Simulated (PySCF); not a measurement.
Members of one family of related compounds. Method: PySCF, TDDFT CAM-B3LYP/def2-SVPD, vertical, gas phase, core orbitals frozen in the response. Geometries: GFN2-xTB; one conformer of each isolated species. Triplets are in the Tamm–Dancoff approximation. 'Strongest' means the level of largest summed f among the lowest 8 singlets; it needn't be the same kind of state in each.

Question: Rank by computed LUMO energy, lowest first.
A. `c1(S)oc([SiH2]C)cc1`
B. `C[SiH2]C1=CC=C(C#N)O1`
C. `C[SiH2]c1ccc(C)o1`
D. `C[SiH2]c1ccc(N)o1`

Answer: B (-0.53 eV), A (0.74 eV), C (0.97 eV), D (1.13 eV).

| SMILES | LUMO (eV) | α (au) | HOMO (eV) | S1 (eV) | f (strongest) | strongest (eV) | S1 mainly |
| --- | --- | --- | --- | --- | --- | --- | --- |
| C[SiH2]c1ccc(C#N)o1 | -0.53 | 105.4 | -8.45 | 5.25 | 0.46 | 5.25 | H→L (96%) |
| C[SiH2]c1ccc(S)o1 | 0.74 | 110.0 | -7.26 | 5.01 | 0.40 | 5.26 | H→L+1 (47%) |
| C[SiH2]c1ccc(C)o1 | 0.97 | 99.9 | -7.54 | 5.71 | 0.36 | 5.71 | H→L (90%) |
| C[SiH2]c1ccc(N)o1 | 1.13 | 98.2 | -6.83 | 5.13 | 0.37 | 5.31 | H→L (57%) |

H and L stand for HOMO and LUMO.
